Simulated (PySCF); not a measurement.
# Two-dimensional NMR puzzle

Compound of formula C4H9N3OSi2. Correlations simulated from computed shifts and the bond graph:

HSQC (one-bond C–H):
| δH | δC |
| --- | --- |
| 9.80 | 159.3 |
| 0.60 | -9.6 |

COSY cross peaks (H two or three bonds apart, from the bond graph; peaks can be absent where the dihedral angle is near 90°):
| δH | δH |
| --- | --- |
| 4.83 | 0.60 |

HMBC (two and three bonds, from the bond graph):
| δH | δC |
| --- | --- |
| 9.80 | 161.2 |
| 5.21 | 173.2 |
| 4.83 | 173.2, 161.2, -9.6 |
| 0.60 | 161.2 |

Carbons without hydrogens: δ 173.2, 161.2.

Calculated, not measured (PySCF): geometry: GFN2-xTB, PBE0/pcSseg-1 with gauge-including orbitals. No relativistic terms, one averaged value for each set of equivalent atoms, single conformer, no solvent model.

References, each an isolated molecule treated in the same way: $^{1}$H, $^{13}$C against TMS.

Exchangeable hydrogens are left out of these lists.

Which molecule is this?

Answers

SMILES C[SiH2]c1ncnnc1O[SiH3].

Atoms are numbered as in `[CH3:1][SiH2:2][c:3]1[n:4][cH:5][n:6][n:7][c:8]1[O:9][SiH3:10]`. Hydrogens are named by the atom that carries them.

δC 173.2 is C8, an aromatic carbon bearing oxygen. δC 161.2 is C3, a substituted aromatic carbon next to a ring nitrogen. δC 159.3 is C5, an aromatic CH between two ring heteroatoms (δH 9.80). δC -9.6 is C1, a methyl carbon bonded to Si (δH 0.60). HMBC from δH 9.80 reaches the proton-free carbon C3. HMBC from δH 5.21 reaches the proton-free carbon C8. HMBC from δH 4.83 reaches the proton-free carbons C8, C3. HMBC from δH 0.60 reaches the proton-free carbon C3. COSY links 4.83–0.60.

The data come from this structure; uniqueness wasn't tested.

Shifts are as computed. Against solution values, carbons near 30 ppm lie about +3 ppm off and those near 130 ppm about +5 ppm. Of 1211 compounds with measured shifts, 218 miss one by over three times the rms of a fit or turn the order of signals round; such compounds aren't used in these exercises.
